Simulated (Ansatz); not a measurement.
This geometry of ClGaH2O + ClH (7 atoms, charge 0, multiplicity 1) is a first-order saddle point.

All numbers below come from Ansatz, RKS PBE0/def2-SVPD.

```xyz
7
Properties=species:S:1:pos:R:3
Ga 0.157 -0.331 -0.067
H 0.054 0.200 1.536
Cl 2.080 -0.002 -0.928
O -1.318 -0.251 -1.054
H -2.127 -0.528 -0.614
Cl 0.152 -2.364 1.348
H 0.085 -0.883 1.756
```

Which two structures does it join? (They come from a converged band through this point; their orientation in space is the band's.)

Bonds broken: Ga1–H2, Cl6–H7. Bonds formed: Ga1–Cl6, H2–H7. ClGaH2O + ClH becomes Cl2GaHO + H2.

Image 0:

```xyz
7
Properties=species:S:1:pos:R:3
Ga -0.187 0.131 0.198
H -0.500 1.091 1.369
Cl 1.884 -0.222 -0.419
O -1.301 -0.491 -1.052
H -2.235 -0.319 -0.908
Cl 0.149 -2.223 1.719
H 1.274 -2.125 1.070
```

Image 6:

```xyz
7
Properties=species:S:1:pos:R:3
Ga 0.161 -0.979 -0.271
H 0.076 0.609 1.674
Cl 2.058 -0.193 -0.839
O -1.298 -0.141 -0.834
H -2.127 -0.571 -0.600
Cl 0.035 -2.851 0.770
H 0.177 -0.033 2.077
```

How far does it lie above each of them?

0.70 eV above the first and 1.28 eV above the second. This is the barrier of this one path; another mechanism may lie lower. The orbitals stay closed-shell, which can raise the energy where a bond breaks towards radicals; this wasn't checked here.

The run took 2.7 min on 4 threads of Arm Neoverse V2, with other jobs on the host, peak memory 0.42 GiB.
